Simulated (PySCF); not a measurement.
A species of formula [C7H15FN]+ has this rotational fingerprint, computed with PBE0-D3(BJ)/def2-SVP geometry optimisation, gas phase (PySCF 2.14.0):

* Rotational constants: A = 2047, B = 1630, C = 1271 MHz
* Dipole components (about the centre of mass): |μa| = 3.16 D, |μb| = 1.62 D, |μc| = 1.56 D
* Inertial defect: -159.52 u·Å²
* κ: -0.08

Task: Which candidate fits, each taken in the one conformer that was computed?
A. `[CH3:1][N+:2]1([CH3:3])[CH2:4][CH2:5][CH2:6][C@H:7]1[CH2:8][F:9]` (charge +1) with C6–C7–C8–F9 59°, C1–N2–C4–C5 164°, N2–C4–C5–C6 -36°, C4–C5–C6–C7 17°, C5–C6–C7–C8 -115°
B. `[CH3:1][C@@H:2]1[NH2+:3][CH2:4][CH2:5][CH2:6][C@@H:7]1[CH2:8][F:9]` (charge +1) with C6–C7–C8–F9 -75°, C1–C2–N3–C4 174°, C2–N3–C4–C5 58°, N3–C4–C5–C6 -54°, C4–C5–C6–C7 54°

Result: A. It is C[N+]1(C)CCC[C@H]1CF, an asymmetric top, point group C1. The candidates at the same level (rigid rotor, commonest isotopes):

```
                    SMILES  A (MHz)  B (MHz)  C (MHz)  μa (D)  μb (D)  μc (D)  Δ (u·Å²)  point group           rotor
C[C@@H]1[NH2+]CCC[C@@H]1CF     1945     1592     1294    0.32    3.51    0.21   -186.65           C1  asymmetric top
      C[N+]1(C)CCC[C@H]1CF     2047     1630     1271    3.16    1.62    1.56   -159.52           C1  asymmetric top
```

`C[C@@H]1[NH2+]CCC[C@@H]1CF` has A 5 % too low. No structure here is proved a minimum.
